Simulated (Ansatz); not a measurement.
Ansatz (a program for electronic structure) input for C₂H₅FO₂Si, SMILES C[Si@H](F)C(=O)O, PBE-D3(BJ)/def2-SVP. 

Ansatz 0.2 input:
```yaml
crystal:
  periodic: [false, false, false]
  atoms:
    - {symbol: C, position_ang: [-1.85984479, -0.53021852, 0.88957956]}
    - {symbol: Si, position_ang: [-0.62893340, 0.55510230, 0.01439036]}
    - {symbol: F, position_ang: [-0.99598309, 0.67496985, -1.56918603]}
    - {symbol: C, position_ang: [1.09998458, -0.24556275, 0.24209773]}
    - {symbol: O, position_ang: [1.49514942, -0.51095324, 1.35538399]}
    - {symbol: O, position_ang: [1.82070876, -0.48386227, -0.86628899]}
    - {symbol: H, position_ang: [-2.85802540, -0.06720241, 0.92591438]}
    - {symbol: H, position_ang: [-1.94528510, -1.50450971, 0.38290605]}
    - {symbol: H, position_ang: [-1.51373283, -0.70698556, 1.92047447]}
    - {symbol: H, position_ang: [-0.54702163, 1.92976195, 0.56906443]}
    - {symbol: H, position_ang: [2.66527608, -0.88401338, -0.57997403]}
basis:
  gaussian:
    orbitals: def2-SVP
hamiltonian:
  xc: pbe
  dispersion: d3bj
relax: {f_tol: 0.002, max_steps: 200}
```

Output:

```
WARN ansatz: RAYON_NUM_THREADS=1 ignored (pool sized by the plan → 1); use --threads N
Functional definition: PBE
integrals: 0.06 GiB planned
1236 factors; their error is unknown
mean field: 0.31 GiB planned
mean field evaluation 1: about -16811.6242 eV, gradient 7.6e1 eV
mean field evaluation 2: about -16785.6197 eV, gradient 1.3e2 eV
mean field evaluation 4: about -16823.1220 eV, gradient 1.0e1 eV
mean field evaluation 8: about -16823.3187 eV, gradient 1.1e-1 eV
mean field evaluation 16: about -16823.2456 eV, gradient 1.2e-3 eV
mean field -16823.24557880 eV, -618.2428718153 hartree, gradient 3.3e-5 eV, S^2 0.000000; 0 other end points of the search recorded, 0 dependent functions left out
the calculation of the forces begins
reference -16823.24561358 eV, -618.2428730936 hartree; 28, 28 occupied and 85, 85 virtual orbitals, 1236 factors
relax step   1: F+E_penalty+E_count = -16823.46683288 eV  Δ(F+E_penalty+E_count) = +0.000e0 eV  max|allowed force component| = 9.079e-1 eV/Å  Δτ_max = 0.0000 Å  (31 SCF iters, accepted)
these checks for a lower state are left out or cut short: starts, cluster_reference, orbital_swaps, neighbouring_geometries, increment
integrals: 0.06 GiB planned
1236 factors; their error is unknown
mean field: 0.31 GiB planned
mean field -16823.26225547 eV, -618.2434846718 hartree, gradient 1.3e-5 eV, S^2 0.000000; 0 other end points of the search recorded, 0 dependent functions left out
the calculation of the forces begins
reference -16823.26229030 eV, -618.2434859516 hartree; 28, 28 occupied and 85, 85 virtual orbitals, 1236 factors
relax step   2: F+E_penalty+E_count = -16823.48296153 eV  Δ(F+E_penalty+E_count) = -1.613e-2 eV  max|allowed force component| = 2.274e-1 eV/Å  Δτ_max = 0.0173 Å  (33 SCF iters, accepted)
these checks for a lower state are left out or cut short: starts, cluster_reference, orbital_swaps, neighbouring_geometries, increment
integrals: 0.06 GiB planned
1236 factors; their error is unknown
mean field: 0.31 GiB planned
mean field evaluation 32: about -16823.2646 eV, gradient 7.1e-4 eV
mean field -16823.26461557 eV, -618.2435714039 hartree, gradient 1.3e-5 eV, S^2 0.000000; 0 other end points of the search recorded, 0 dependent functions left out
the calculation of the forces begins
reference -16823.26465042 eV, -618.2435726847 hartree; 28, 28 occupied and 85, 85 virtual orbitals, 1236 factors
relax step   3: F+E_penalty+E_count = -16823.48503933 eV  Δ(F+E_penalty+E_count) = -2.078e-3 eV  max|allowed force component| = 5.319e-2 eV/Å  Δτ_max = 0.0092 Å  (33 SCF iters, accepted)
these checks for a lower state are left out or cut short: starts, cluster_reference, orbital_swaps, neighbouring_geometries, increment
integrals: 0.06 GiB planned
1236 factors; their error is unknown
mean field: 0.31 GiB planned
mean field -16823.26475539 eV, -618.2435765421 hartree, gradient 1.8e-5 eV, S^2 0.000000; 0 other end points of the search recorded, 0 dependent functions left out
the calculation of the forces begins
reference -16823.26479024 eV, -618.2435778229 hartree; 28, 28 occupied and 85, 85 virtual orbitals, 1236 factors
relax step   4: F+E_penalty+E_count = -16823.48516211 eV  Δ(F+E_penalty+E_count) = -1.228e-4 eV  max|allowed force component| = 1.075e-2 eV/Å  Δτ_max = 0.0035 Å  (25 SCF iters, accepted)
these checks for a lower state are left out or cut short: starts, cluster_reference, orbital_swaps, neighbouring_geometries, increment
integrals: 0.06 GiB planned
1236 factors; their error is unknown
mean field: 0.31 GiB planned
mean field -16823.26476826 eV, -618.2435770150 hartree, gradient 1.9e-5 eV, S^2 0.000000; 0 other end points of the search recorded, 0 dependent functions left out
the calculation of the forces begins
reference -16823.26480311 eV, -618.2435782958 hartree; 28, 28 occupied and 85, 85 virtual orbitals, 1236 factors
relax step   5: F+E_penalty+E_count = -16823.48518913 eV  Δ(F+E_penalty+E_count) = -2.702e-5 eV  max|allowed force component| = 1.944e-2 eV/Å  Δτ_max = 0.0045 Å  (24 SCF iters, accepted)
these checks for a lower state are left out or cut short: starts, cluster_reference, orbital_swaps, neighbouring_geometries, increment
integrals: 0.06 GiB planned
1236 factors; their error is unknown
mean field: 0.31 GiB planned
mean field -16823.26477094 eV, -618.2435771138 hartree, gradient 2.5e-5 eV, S^2 0.000000; 0 other end points of the search recorded, 0 dependent functions left out
the calculation of the forces begins
reference -16823.26480580 eV, -618.2435783948 hartree; 28, 28 occupied and 85, 85 virtual orbitals, 1236 factors
relax step   6: F+E_penalty+E_count = -16823.48521235 eV  Δ(F+E_penalty+E_count) = -2.321e-5 eV  max|allowed force component| = 8.628e-3 eV/Å  Δτ_max = 0.0016 Å  (24 SCF iters, accepted)
these checks for a lower state are left out or cut short: starts, cluster_reference, orbital_swaps, neighbouring_geometries, increment
integrals: 0.06 GiB planned
1236 factors; their error is unknown
mean field: 0.31 GiB planned
mean field -16823.26477879 eV, -618.2435774020 hartree, gradient 1.3e-5 eV, S^2 0.000000; 0 other end points of the search recorded, 0 dependent functions left out
the calculation of the forces begins
reference -16823.26481367 eV, -618.2435786840 hartree; 28, 28 occupied and 85, 85 virtual orbitals, 1236 factors
relax step   7: F+E_penalty+E_count = -16823.48522263 eV  Δ(F+E_penalty+E_count) = -1.028e-5 eV  max|allowed force component| = 1.343e-3 eV/Å  Δτ_max = 0.0057 Å  (33 SCF iters, accepted)
these checks for a lower state are left out or cut short: starts, cluster_reference, orbital_swaps, neighbouring_geometries, increment
integrals: 0.06 GiB planned
1236 factors; their error is unknown
mean field: 0.31 GiB planned
mean field evaluation 64: about -16823.2648 eV, gradient 7.0e-4 eV
mean field -16823.26478055 eV, -618.2435774667 hartree, gradient 1.3e-5 eV, S^2 0.000000; 0 other end points of the search recorded, 0 dependent functions left out
the calculation of the forces begins
reference -16823.26481546 eV, -618.2435787495 hartree; 28, 28 occupied and 85, 85 virtual orbitals, 1236 factors
relax step   8: F+E_penalty+E_count = -16823.48522674 eV  Δ(F+E_penalty+E_count) = -4.114e-6 eV  max|allowed force component| = 2.478e-3 eV/Å  Δτ_max = 0.0053 Å  (32 SCF iters, accepted)
these checks for a lower state are left out or cut short: starts, cluster_reference, orbital_swaps, neighbouring_geometries, increment
integrals: 0.06 GiB planned
1236 factors; their error is unknown
mean field: 0.31 GiB planned
mean field -16823.26478251 eV, -618.2435775387 hartree, gradient 7.4e-6 eV, S^2 0.000000; 0 other end points of the search recorded, 0 dependent functions left out
the calculation of the forces begins
reference -16823.26481742 eV, -618.2435788218 hartree; 28, 28 occupied and 85, 85 virtual orbitals, 1236 factors
relax step   9: F+E_penalty+E_count = -16823.48522740 eV  Δ(F+E_penalty+E_count) = -6.609e-7 eV  max|allowed force component| = 1.405e-3 eV/Å  Δτ_max = 0.0017 Å  (23 SCF iters, accepted)
integrals: 0.06 GiB planned
1236 factors; their error is unknown
mean field: 0.31 GiB planned
mean field -16823.26478251 eV, -618.2435775387 hartree, gradient 7.3e-6 eV, S^2 0.000000; 1 other end points of the search recorded, 0 dependent functions left out
the calculation of the forces begins
reference -16823.26481742 eV, -618.2435788218 hartree; 28, 28 occupied and 85, 85 virtual orbitals, 1236 factors
Total energy: -16823.48526232 eV, -618.2516800222 hartree
Atom 0 at    -1.860286    -0.534966     0.887340 Å, force    -0.000128    -0.000347     0.000100 eV/Å
Atom 1 at    -0.631890     0.557413     0.003541 Å, force     0.000796     0.000184     0.001405 eV/Å
Atom 2 at    -1.014862     0.692466    -1.588043 Å, force    -0.000479    -0.000002    -0.001181 eV/Å
Atom 3 at     1.103008    -0.242412     0.239216 Å, force     0.000493    -0.000211     0.001051 eV/Å
Atom 4 at     1.497793    -0.490840     1.367862 Å, force    -0.000526     0.000303    -0.000392 eV/Å
Atom 5 at     1.826062    -0.499647    -0.873287 Å, force     0.000291    -0.000079    -0.000319 eV/Å
Atom 6 at    -2.861551    -0.064497     0.946011 Å, force    -0.000009     0.000057    -0.000012 eV/Å
Atom 7 at    -1.958568    -1.510469     0.370195 Å, force    -0.000011     0.000223    -0.000069 eV/Å
Atom 8 at    -1.492833    -0.722819     1.916691 Å, force    -0.000129     0.000051    -0.000085 eV/Å
Atom 9 at    -0.548248     1.941019     0.575093 Å, force    -0.000144    -0.000215    -0.000142 eV/Å
Atom 10 at     2.673668    -0.898722    -0.560256 Å, force    -0.000153     0.000035    -0.000356 eV/Å
Dipole moment:    -0.024036    -0.136165     0.060671 e Å
```

Self-consistency was reached.

Cost: roughly 24 core-seconds.
